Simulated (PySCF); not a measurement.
Al(F)(Et)(OH) (C₂H₆AlFO), SMILES [OH][Al]([F])[CH2]C. Coordinates come from a B3LYP-D3(BJ)/def2-SVP optimisation. The values are those of a single conformer.

Computed equilibrium geometry at B3LYP-D3(BJ)/def2-SVP (PySCF confirms it by a frequency run) as Cartesian coordinates in Å, and its point group (one conformer of several):
point group Cs.
```xyz
11

Al     0.0454    -0.5595     0.0000
F      1.0214    -1.9162     0.0000
C      0.8179     1.2244     0.0000
C     -0.1839     2.3896     0.0000
H      1.4930     1.2902    -0.8738
H      1.4930     1.2902     0.8738
H     -0.8413     2.3617     0.8837
H     -0.8413     2.3617    -0.8837
H      0.3256     3.3681     0.0000
O     -1.6388    -0.7773     0.0000
H     -2.1049    -1.6181     0.0000
```
